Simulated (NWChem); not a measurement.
Molecule: hydrogen selenide (H2Se); SMILES [SeH2]

```xyz
3

Se     0.0000     0.0000     0.0580
H      1.0538     0.0000    -0.9857
H     -1.0538     0.0000    -0.9857
```
Atoms are numbered in this order, from 1.

Computed with NWChem. Pople sets run with spherical d functions. All runs use the structure optimised with PBE-D3(BJ)/def2-SVP. Vertical excitations in the gas phase; the lowest state need not have the same character in each row.

For level Hartree-Fock/def2-TZVPD, CIS:

| Quantity | Result |
|---|---|
| lowest excitation, singlet (eV) | 5.47 |
| lowest state with f > 0.02, singlet (eV) | 6.09 |
| oscillator strength of that bright state | 0.054 |
| orbital gap (eV) | 11.53 |

Problem. Estimate the same quantities for level Hartree-Fock/6-31G*, CIS.

Solution. 
* **lowest excitation, singlet (eV)**: 5.62
* **lowest state with f > 0.02, singlet (eV)**: 10.09
* **oscillator strength of that bright state**: 0.292
* **orbital gap (eV)**: 13.38
